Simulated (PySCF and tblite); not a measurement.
Results of a calculation; reference values are marked as such.
## Dynamics report: rotation

System: C3H10S2Si, numbered as in [CH3:1][CH:2]([CH3:3])[S:4][S:5][SiH3:6].

Motion: rotation about the C2–S4 bond (torsion C1–C2–S4–S5 from 63° to 193°, rising). The path came from a restrained scan, a climbing-image band and a saddle search at GFN2-xTB; energies are PBE0/pcSseg-1 + D3(BJ)//GFN2-xTB, thermal terms GFN2-xTB. Rate constants are transition-state-theory values, counting equivalent paths, without tunnelling. Programs: tblite and PySCF.

```json
{"point": "start", "symmetry": "C1", "E(GFN2) kcal/mol": "0.0", "E(DFT) kcal/mol": "0.0", "ZPE change kcal/mol": "0.00", "lowest mode cm⁻¹": "52", "dipole D": "2.00"}
{"point": "saddle", "symmetry": "C1", "E(GFN2) kcal/mol": "2.9", "E(DFT) kcal/mol": "3.3", "ZPE change kcal/mol": "-0.11", "lowest mode cm⁻¹": "49i", "dipole D": "2.28"}
{"point": "end", "symmetry": "C1", "E(GFN2) kcal/mol": "1.2", "E(DFT) kcal/mol": "0.7", "ZPE change kcal/mol": "-0.07", "lowest mode cm⁻¹": "42", "dipole D": "1.98"}
```

- Electronic barrier: 3.3 kcal/mol
- Barrier with zero-point energy: 3.2 kcal/mol
- ΔH‡ (298 K): 2.7 kcal/mol
- ΔS‡ (298 K, symmetry apart): -3.4 cal/(mol K)
- Paths: 1 equivalent path
- End point: a different minimum
- Mean lifetime of the start against this motion at 298 K: 87 ps
- Cost: 60 s on 1 thread of Intel Xeon Platinum 8488C (shared host) (rough), peak memory 0.83 GiB, launched as `OMP_NUM_THREADS=1 python ens_run.py task.json out`

| T/K | ΔG‡ kcal/mol | k s⁻¹ | ΔG kcal/mol | k back s⁻¹ |
| --- | --- | --- | --- | --- |
| 150 | 3.4 | 3.6×10⁷ | 0.5 | 2.2×10⁸ |
| 200 | 3.5 | 6.3×10⁸ | 0.5 | 2.3×10⁹ |
| 250 | 3.6 | 3.6×10⁹ | 0.5 | 9.7×10⁹ |
| 298 | 3.7 | 1.2×10¹⁰ | 0.5 | 2.5×10¹⁰ |
| 350 | 3.9 | 2.8×10¹⁰ | 0.4 | 5.2×10¹⁰ |
| 400 | 4.0 | 5.4×10¹⁰ | 0.4 | 8.9×10¹⁰ |
| 500 | 4.3 | 1.4×10¹¹ | 0.3 | 1.9×10¹¹ |

ΔG and ΔG‡ leave out symmetry numbers and mirror images; rates count paths: 1 out, 1 back.
